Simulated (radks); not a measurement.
The numbers below are computed, except where a source is named.
Question: These are the eigenvalues of the occupied orbitals of an atom or ion with whole-number occupations (eV). Code: a radial shooting solver on a logarithmic mesh with Libxc functionals. Model: scalar-relativistic Kohn-Sham, PBE, spin-polarised, spherical densities, point nucleus.

orbital  eigenvalue
1s up     -2797.856
1s down   -2797.410
2s up     -297.6406
2s down   -297.2064
2p up     -236.8313
2p down   -236.2278
3s up      -60.1713
3s down    -56.9444
3p up      -46.3495

Which element is it, and in what charge state? The configuration may be excited. Open shells, if any, are filled with parallel spins first.

Answer: Z = 17, chlorine, charge +3: Cl3+ in [Ne] 3s2 3p2. The list shows which subshells hold electrons but not how many an open one holds; the 1s level, -102.82 hartree, gives Z - s = 14.3 by -(Z - s)^2/2, which with screening and relativity narrows Z to a few neighbours, and the depths of the outer levels then fix element, charge and occupations together.
